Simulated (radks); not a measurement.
Task: Successive ionisation energies (eV) of one element, from differences of total energies of ions in their ground configurations, starting at charge 0: 9.027, 18.137, 29.053, 41.394, 59.199, 73.934, 89.339, 105.32, 121.80, 197.44, 217.78, 238.30, 264.24, 285.86, 307.62, 375.03, 413.92, 441.59, 470.15, 516.05, 558.79, 602.68. All-electron calculation, scalar-relativistic Kohn-Sham, PBE, spin-polarised, spherical densities, finite nucleus; open shells are filled with parallel spins first (spin-orbit coupling, left out, can overturn this in heavy ions); Fermi nuclear charge, rms radius 5.4032 fm. Program: a radial shooting solver on a logarithmic mesh with Libxc functionals. Which element is it?

Result: Iridium (Z = 77). The first species listed is Ir in [Xe] 4f14 5d7 6s2, the last Ir21+ in [Kr] 4d10 4f10.
